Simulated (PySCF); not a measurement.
C₂H₅BrSi₂, SMILES Br[SiH2][SiH2]C#C (PBE/def2-SVP optimised geometry):

```
10

C      2.242     0.993     2.579
C      1.885     0.448     1.537
Si     1.287    -0.358     0.000
Si    -1.072    -0.358     0.000
Br    -1.790     1.777     0.000
H      2.562     1.474     3.494
H      1.787     0.389    -1.206
H      1.790    -1.777    -0.060
H     -1.623    -1.043     1.219
H     -1.617    -1.036    -1.229
```

Level of theory: PySCF with PBE/def2-TZVP.

Problem. What are the frontier orbital energies and the dipole moment?

Solution. HOMO-2 -7.19 eV, HOMO-1 -7.12 eV, HOMO -6.67 eV, LUMO -1.78 eV, LUMO+1 -1.52 eV; dipole moment 1.18 D.

Meta-Löwdin charges at PBE/def2-TZVP: C1 -0.15, C2 -0.27, Si3 0.36, Si4 0.35, Br5 -0.24, H6 0.18, H7 -0.05, H8 -0.06, H9 -0.06, H10 -0.06.
